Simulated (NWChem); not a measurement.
System: Si2H4OClF; SMILES F[SiH2]O[SiH2]Cl

NWChem input:

```
start job
memory heap 200 mb stack 900 mb global 1100 mb
geometry units angstroms noautosym nocenter noautoz
  Si    -0.641034    -1.774322    -0.219153
  F     -0.075707    -2.466288     1.118227
  O      0.259777    -0.441777    -0.563771
  Si     0.940135     0.991803    -0.146398
  Cl    -0.363500     2.105747     1.024644
  H     -2.046837    -1.382645     0.018156
  H     -0.483402    -2.720306    -1.343073
  H      1.200445     1.762031    -1.378943
  H      2.163537     0.769767     0.652338
end
basis spherical
  * library def2-svp
end
dft
  xc b3lyp
  iterations 150
end
cosmo
  do_cosmo_smd true
  solvent dcm
end
task dft energy
```

Structure relaxed at the B3LYP/6-31G* (spherical d) level. Solvent: dichloromethane.

Level: B3LYP/def2-SVP with SMD (1 M gas to 1 M solution), gas-phase geometry. Reactions with the solvent are ignored.

Question: Give the results of this calculation. (B3LYP/def2-SVP, SMD on the gas-phase geometry.) Quantities: solvation free energy (kcal/mol); cavity-dispersion-structure term (kcal/mol); dipole in solution (D).

Answer: The solvation free energy (kcal/mol) comes out as -2.9 and the cavity-dispersion-structure term (kcal/mol) is -1.1. The dipole in solution (D) comes out as 1.68.
